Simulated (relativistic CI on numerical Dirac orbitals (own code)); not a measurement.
# Cr5+ in a cubic cluster: 2p photoemission with charge transfer

Computed with a charge-transfer multiplet model of a cubic metal-ligand cluster with up to 2 ligand holes, Slater and spin-orbit integrals from Dirac-Coulomb-Breit ions, Slater integrals scaled by 0.8. The ground state mixes d1 with configurations of k ligand holes L, whose averages lie at kΔ + k(k − 1)U_dd/2; a core hole lowers each added d electron by U_cd. 300 K, Lorentzian 0.6 eV and Gaussian 0.8 eV FWHM.

Atomic integrals in eV (Slater integrals scaled, ζ unscaled), ground: F2dd 9.377, F4dd 5.906, zeta_d 0.045; with the core hole: F2dd 9.377, F4dd 5.906, zeta_d 0.067, zeta_core 5.615, F2cd 6.891, G1cd 5.439, G3cd 3.098. Where a configuration has fewer than two d electrons, the dd integrals are those of d2.

Cluster parameters (eV): Δ = 0.7, U_cd = 6.1, 10Dq = 2.05, 10Dq(ligand) = 1.4, V(eg) = 2.5, V(t2g) = -1.16, final-state hopping factor = 1.

| Case | n_d | d1 | d2L | d3L2 | S |
| --- | --- | --- | --- | --- | --- |
| U_dd = 3.3 eV | 1.93 | 0.27 | 0.54 | 0.19 | 0.50 |
| U_dd = 4.7 eV | 1.87 | 0.29 | 0.55 | 0.16 | 0.50 |
| U_dd = 5.4 eV | 1.85 | 0.30 | 0.55 | 0.15 | 0.50 |

Weights, n_d and S are thermal averages at 300 K. Binding energies count from the first peak over 30 % of the highest in each spectrum, which can be another peak from case to case. The parameters are a model scan and need not match a compound or its usual spin state. Peaks in eV (height, largest 100):
- U_dd = 3.3 eV: 0.0 (100), 6.0 (11), 9.6 (42), 21.5 (6)
- U_dd = 4.7 eV: 0.0 (100), 4.0 (11), 9.5 (41), 21.2 (5)
- U_dd = 5.4 eV: 0.0 (100), 4.2 (11), 9.5 (41), 21.2 (5)

Curve for U_dd = 5.4 eV (points under 2 left out, the grid thinned):

(E (eV), Intensity): (-3.5, 2.0), (-2.9, 3.0), (-2.4, 4.5), (-1.8, 9.1), (-1.3, 22.4), (-0.7, 64.1), (-0.2, 96.6), (0.4, 91.0), (0.9, 64.3), (1.5, 34.8), (2.0, 22.0), (2.6, 14.5), (3.2, 11.0), (3.7, 10.4), (4.3, 10.7), (4.8, 10.1), (5.4, 9.8), (5.9, 10.0), (6.5, 10.6), (7.0, 11.6), (7.6, 13.2), (8.1, 16.5), (8.7, 26.5), (9.3, 40.4), (9.8, 38.9), (10.4, 31.4), (10.9, 24.5), (11.5, 19.4), (12.0, 17.5), (12.6, 14.8), (13.1, 13.3), (13.7, 10.8), (14.2, 8.5), (14.8, 6.6), (15.4, 5.0), (15.9, 4.0), (16.5, 3.0), (17.0, 2.5), (19.6, 2.1), (20.1, 3.1), (20.7, 4.6), (21.2, 5.0), (21.8, 4.3), (22.3, 3.2), (22.9, 2.1)

For the case U_dd = 4.7 eV, Δ = 0.7 eV is smaller than U_dd = 4.7 eV, the charge-transfer side of the Zaanen-Sawatzky-Allen scheme. With the core hole the average of the configuration with one ligand hole lies at Δ − U_cd = -5.4 eV before mixing: the effective hopping of about 5.3 eV (from the holes of the mixed ground state) is comparable with this gap or larger, so the configurations mix strongly.

With at most 2 ligand holes the space is cut while the next configuration still counts, so covalency is underestimated, and a final configuration with one more ligand hole, which can lie low, is missing from the spectra.
